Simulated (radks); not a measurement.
The numbers below are computed, except where a source is named.
Valence configurations of C (all share [He]). Level of theory: scalar-relativistic Kohn-Sham, BLYP, spin-unpolarised, spherical densities, finite nucleus; Fermi nuclear charge, rms radius 2.4702 fm (a radial shooting solver on a logarithmic mesh with Libxc functionals). Order these by energy: 2s1.5 2p2.5; 2s1 2p3; 2p4; 2s0.5 2p3.5; 2s2 2p2.

Answer. From the lowest, in eV above it: 2s2 2p2 0.000; 2s1.5 2p2.5 4.191; 2s1 2p3 8.389; 2s0.5 2p3.5 12.595; 2p4 16.809. NIST lists [He] 2s2 2p2 as the ground configuration; this level of theory agrees among the configurations tried. The energies are those of spherical spin-averaged densities, not of single terms.
